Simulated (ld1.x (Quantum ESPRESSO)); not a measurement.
Configuration tests for Ga (TM)

```json
{
 "Element": "gallium (Ga)",
 "Generator": "ld1.x (Quantum ESPRESSO) 7.5",
 "Type": "norm-conserving Troullier–Martins (Kleinman–Bylander form)",
 "Functional": "PW91",
 "Relativity": "scalar-relativistic",
 "Frozen core": "[Ne] 3s2",
 "Valence charge": "19",
 "Reference configuration": "3p6 3d10 4s2 4p1",
 "Partial waves": "4s (bound): rc 1.35 bohr; 3d (bound): rc 1.40 bohr; 3p (bound): rc 0.95 bohr",
 "Local potential": "the p channel",
 "Core correction": "none"
}
```

Occupied shells without a wave of their own: 4p. They enter only through the test configuration that unscreens the potential.

Energies are relative to the spin-unpolarised reference configuration 3p6 3d10 4s2 4p1; without spin polarisation the order of configurations can differ from experiment. Not all tests gave a result: 1 of 7 tests not solved or not reliable. Left out of the table: 3p6 3d10 4s1 4p1 (pseudo-atom not self-consistent, printed error -15 meV).

| valence configuration | charge | ΔE all-electron (eV) | error AE − PS (meV) |
| --- | --- | --- | --- |
| 3p6 3d10 4s2 4p0 | +1 | 5.747 | -51 |
| 3p6 3d10 4s0 4p0 | +3 | 58.320 | -114 |
| 3p6 3d10 4s1 4p2 | 0 | 6.569 | +35 |
| 3p6 3d9 4s2 4p1 | +1 | 27.790 | +38 |
| 3p5 3d10 4s2 4p1 | +1 | 108.269 | -386 |

(1) What are ΔE and the potential's error for 3p6 3d10 4s1 4p0?

Levels in the configuration 3p6 3d10 4s2 4p0:

```json
{"level": "3p", "all-electron (eV)": "-107.225", "pseudo (eV)": "-107.290"}
{"level": "3d", "all-electron (eV)": "-27.533", "pseudo (eV)": "-27.590"}
{"level": "4s", "all-electron (eV)": "-16.426", "pseudo (eV)": "-16.452"}
```

Note: ghost state, extra bound levels that the all-electron valence spectrum of the same l lacks: s at -114.7 eV. A true bound ghost makes a file unfit for plane-wave use.

Answers

(1) ΔE = 26.969 eV all-electron; the error (AE − PS) is -81 meV.

ld1.x printed “convergence not achieved” for 5 of the counted tests; their residual had stalled under 1e-8, short of the target of 1e-14. The 4p level has no wave, so the channel is fitted at the deeper level alone: the likely source of the large errors.
